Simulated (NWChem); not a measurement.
System: C2H4AuN; SMILES CC#[N]->[AuH]

```xyz
8

Au     0.0669    -0.8845     0.0002
H      0.0317    -2.4622     0.0002
C      0.1672     3.8162    -0.0001
C      0.1384     2.3647     0.0000
N      0.1125     1.1969     0.0000
H      1.2099     4.1789     0.0980
H     -0.4288     4.2092     0.8478
H     -0.2588     4.2058    -0.9463
```
Atoms are numbered in this order, from 1.

Level: PBE-D3(BJ)/def2-SVP with def2 effective core potentials on Au (NWChem), optimised geometry, unscaled harmonic frequencies. def2 effective core potentials on Au; no spin-orbit coupling.

```tsv
frequency (cm⁻¹)	IR intensity (km/mol)
87	0.3
87	0.3
243	0.1
361	1.5
361	1.5
629	14.2
629	14.1
963	2.0
992	6.5
992	6.4
1330	0.5
1382	13.8
1382	13.8
2209	32.5
2326	2.6
2984	0.0
3083	1.8
3084	1.8
```

* **zero-point energy**: 33.0 kcal/mol
* **thermal correction to the enthalpy at 298.15 K (with zero-point energy)**: 37.4 kcal/mol
* **heat capacity Cv**: 18.3 cal/(mol K)
* **entropy at 298.15 K and 1 atm (symmetry number 3)**: 77.7 cal/(mol K)

Rigid rotor and harmonic oscillator; modes under 100 cm⁻¹ make the entropy uncertain.
